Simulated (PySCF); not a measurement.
Mo(NH)(F)2(OH)2 (F2H3MoNO2), SMILES [NH]=[Mo]([OH])([OH])([F])[F], multiplicity 1.

Coordinates come from a B3LYP-D3(BJ)/def2-SVP optimisation. The spin state was assumed, not searched. The structure was generated by enumeration; whether it is a known compound was not checked. The def2 effective core potentials stand for the cores of Mo; spin–orbit coupling is left out. Other conformers were not sampled.

Two levels are set side by side: PBE/def2-TZVP (PySCF) and M06-2X/def2-TZVP (PySCF). Same geometry, gas phase. Differences are taken from unrounded values.

| quantity | M06-2X | PBE | PBE minus M06-2X |
|---|---|---|---|
| orbital gap (eV) | 8.21 | 3.36 | -4.85 |
| highest occupied level (eV) | -10.81 | -7.56 | 3.25 |
| lowest empty level (eV) | -2.60 | -4.20 | -1.61 |
| dipole moment (D) | 3.56 | 2.95 | -0.61 |
| mean polarisability (bohr³) | 55.2 | 58.9 | 3.7 |

Without exact exchange PBE keeps part of each electron's self-repulsion, which lifts occupied levels and narrows the gap. PBE's more diffuse valence density responds more strongly to a field. Differences between two approximate levels are no errors against the true value.

Rough cost on one machine, each run with all the roots and properties that it gave: M06-2X against PBE about 4 times.
